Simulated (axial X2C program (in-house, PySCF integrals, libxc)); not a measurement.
## SeS: nuclear properties from DFT to coupled cluster

Calculated with an axial X2C code built on PySCF integrals: two-component X2C with atomic mean-field Coulomb and Gaunt terms, Gaussian nuclei, basis Se dyall-acv3z, S dyall-av3z with contracted cores.

R = 2.035 Å (near the PBE0 minimum at charge 0 of the determinant lowest at the starting distance; the state shown can have its own minimum elsewhere); state Ω = 1 (⟨Sz⟩ = 1.00, ⟨Lz⟩ = 0.00 at PBE0).

```json
{"level": "PBE0", "Eeff magnitude (GV/cm)": "0.025", "Ws magnitude Se (kHz)": "0.0576", "A∥/gI Se (MHz)": "-332", "qzz Se (a.u.)": "2.34", "A∥/gI S (MHz)": "-123", "μ (D)": "-0.67"}
{"level": "HF", "Eeff magnitude (GV/cm)": "0.428", "Ws magnitude Se (kHz)": "0.254", "A∥/gI Se (MHz)": "-151", "qzz Se (a.u.)": "2.03", "A∥/gI S (MHz)": "-75.9", "μ (D)": "-0.75"}
{"level": "B3LYP", "Eeff magnitude (GV/cm)": "0.0619", "Ws magnitude Se (kHz)": "0.0159", "A∥/gI Se (MHz)": "-308", "qzz Se (a.u.)": "2.48", "A∥/gI S (MHz)": "-119", "μ (D)": "-0.63"}
```

Eeff is the effective electric field on the electron electric dipole moment in this Ω state and Ws the scalar–pseudoscalar constant of the nucleus named (defined with the proton number Z and per Ω); A∥ (defined per Ω) follows by multiplying with gI = μI/(I μN); qzz is the electric field gradient, eQq0 = 234.96 MHz × Q/barn × qzz; μ is positive if the S end (last atom) is positive. The operators were transformed with the bare-nucleus X2C matrices; with these basis sets, hyperfine constants and field gradients can be off by tens of per cent, and where levels differ in sign neither size nor sign is settled.

Finite-field MP2, CCSD and CCSD(T), with 22 electrons correlated in 130 natural virtual spinors (MP2 remainder added):

```json
{"level": "MP2", "Eeff magnitude (GV/cm)": "0.333", "Ws magnitude Se (kHz)": "0.101", "A∥/gI Se (MHz)": "-381", "qzz Se (a.u.)": "2.33", "A∥/gI S (MHz)": "-56.8", "μ (D)": "-0.60"}
{"level": "CCSD", "Eeff magnitude (GV/cm)": "0.0408", "Ws magnitude Se (kHz)": "0.0296", "A∥/gI Se (MHz)": "-206", "qzz Se (a.u.)": "2.21", "A∥/gI S (MHz)": "-68.2", "μ (D)": "-0.64"}
{"level": "CCSD(T)", "Eeff magnitude (GV/cm)": "0.101", "Ws magnitude Se (kHz)": "0.000805", "A∥/gI Se (MHz)": "-213", "qzz Se (a.u.)": "2.26", "A∥/gI S (MHz)": "-59.5", "μ (D)": "-0.61"}
```

T1 = 0.014 (Lee–Taylor). One unrestricted determinant, the lowest of a limited PBE0 search, is the reference; the functionals treat spin collinearly. With several open shells it need not be a pure state. The sign of Eeff is opposite to CCSD(T) at PBE0, HF. Eeff spreads by more than a factor of two over the levels. Correlation of the inner shells is missing, which matters for properties at the nucleus. Number of frozen shells: Se 3 s, 2 p; S 2 s, 1 p.

**Question.** By how much does correlation change each value, CCSD(T) against HF?

**Answer.** A∥/gI Se 41 %; qzz Se 11 %; A∥/gI S -22 %; μ -19 %.
